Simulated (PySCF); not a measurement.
## A series of derivatives of C1[SiH2]N[SiH2][SiH2]1

Parent skeleton `[CH2:1]1[SiH2:2][NH:3][SiH2:4][SiH2:5]1`; one hydrogen on atom 4 is replaced by X. Hydrogens on one atom are averaged.

[PySCF 2.14.0 with density-fitted response routines: GIAO PBE0/pcSseg-1 shieldings; GFN2-xTB geometry; equivalent nuclei averaged; no solvent; no relativistic terms; one conformer]

Referencing at the same level of theory: 13C and 29Si and 1H against TMS; NH3 for 15N.

Parent (X = H): C1 -14.4, Si2 -20.3, N3 12.0, Si4 -49.3, Si5 -75.4, H(C1) 0.21, H(Si2) 5.10, H(Si4) 5.06, H(Si5) 4.18 ppm. Effects are Δδ = δ(X) − δ(H), positive for deshielding.

Known members:
| X | C1 | Si2 | N3 | Si4 | Si5 | H(C1) | H(Si2) | H(Si4) | H(Si5) |
| --- | --- | --- | --- | --- | --- | --- | --- | --- | --- |
| isopropenyl | +0.4 | -0.7 | +17.4 | +27.4 | -2.7 | +0.02 | +0.09 | +0.29 | -0.06 |

Four more derivatives gave (Δδ, ppm):
| compound | C1 | Si2 | N3 | Si4 | Si5 | H(C1) | H(Si2) | H(Si4) | H(Si5) |
| --- | --- | --- | --- | --- | --- | --- | --- | --- | --- |
| 1 | +0.7 | -7.3 | +37.9 | +32.8 | -11.4 | -0.01 | +0.04 | +0.39 | -0.19 |
| 2 | -2.2 | +0.6 | +14.8 | +31.2 | -2.2 | +0.02 | +0.03 | +0.14 | -0.06 |
| 3 | -2.7 | +0.4 | +16.5 | +37.2 | -6.1 | +0.01 | +0.08 | +0.14 | -0.08 |
| 4 | -0.6 | -4.5 | +20.2 | +20.9 | -0.2 | -0.09 | -0.01 | +0.57 | -0.02 |

Question: Their substituents are CH2OCH3, NHCHO, OiPr, iPr. Which is which?

Answer: 1: X = OiPr (CC(C)O[Si@@H]1N[SiH2]C[SiH2]1); 2: X = CH2OCH3 (COC[Si@H]1N[SiH2]C[SiH2]1); 3: X = iPr (CC(C)[Si@H]1N[SiH2]C[SiH2]1); 4: X = NHCHO (O=CN[Si@@H]1N[SiH2]C[SiH2]1).

Experimental scales use liquid or dissolved standards, which lie at an offset from isolated NH3 (liquid NH3: subtract about 20 ppm).
